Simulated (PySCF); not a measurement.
SMILES c1(C=O)c(cccc1)C(OC)=O (C9H8O3) (GFN2-xTB optimised geometry):

```
20

C     -2.667    -2.389    -0.567
O     -1.816    -1.252    -0.562
C     -0.625    -1.415     0.032
O     -0.283    -2.456     0.535
C      0.173    -0.159     0.000
C     -0.506     1.057    -0.002
C      0.184     2.256     0.006
C      1.570     2.260     0.009
C      2.255     1.061     0.000
C      1.578    -0.159     0.000
C      2.397    -1.389    -0.047
O      3.602    -1.384    -0.025
H     -3.602    -2.065    -1.016
H     -2.830    -2.745     0.452
H     -2.219    -3.194    -1.153
H     -1.585     1.054    -0.001
H     -0.362     3.188     0.010
H      2.112     3.194     0.018
H      3.335     1.035    -0.008
H      1.831    -2.330    -0.112
```

Calculation: PBE0/def2-SVP in PySCF 2.14.0.

Task: What are the frontier orbital energies and the dipole moment?

Result: HOMO-2 -7.92 eV, HOMO-1 -7.84 eV, HOMO -7.20 eV, LUMO -2.06 eV, LUMO+1 -1.17 eV; dipole moment 4.60 D.

Meta-Löwdin charges at PBE0/def2-SVP: C1 -0.09, O2 -0.33, C3 0.49, O4 -0.44, C5 -0.03, C6 -0.09, C7 -0.09, C8 -0.09, C9 -0.08, C10 -0.03, C11 0.25, O12 -0.38, H13 0.12, H14 0.11, H15 0.11, H16 0.12, H17 0.12, H18 0.12, H19 0.13, H20 0.09.
